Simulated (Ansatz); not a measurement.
Consider the redistribution: `O[SiH](O)F` + `O[SiH2]C[SiH](O)Cl` → `O[Si@H](Cl)C[Si@@H](O)F` + `O[SiH2]O`.

Gas-phase electronic energies from Ansatz, PBE0-D4/def2-TZVP geometries. CBS: MP2 limit from def2 TZ/QZ plus the TZ coupled-cluster correction, frozen cores. This one scheme is used for every species. Functionals use def2-TZVPP. B3LYP here is the variant with VWN-RPA as its local correlation; programs differ in this. One conformer a species, not always the lowest.

```json
{"level": "PBE-D4", "ΔE (kJ/mol)": "10.3"}
{"level": "B3LYP-D4", "ΔE (kJ/mol)": "10.9"}
{"level": "ωB97M-V", "ΔE (kJ/mol)": "10.5"}
{"level": "r2SCAN", "ΔE (kJ/mol)": "11.1"}
{"level": "CCSD/def2-TZVPP", "ΔE (kJ/mol)": "11.6"}
{"level": "HF/def2-QZVPP", "ΔE (kJ/mol)": "9.8"}
{"level": "HF/CBS(def2)", "ΔE (kJ/mol)": "9.8"}
{"level": "MP2/CBS(def2)", "ΔE (kJ/mol)": "11.7"}
```

What does CCSD(T)/CBS give? (Estimate.)

Ansatz gave: +11.6 kJ/mol. The listed levels differ from it by -1.3, -0.7, -1.1, -0.5, 0.0, -1.8, -1.8, 0.1 kJ/mol.

Largest T1 diagnostic among the species: 0.011.
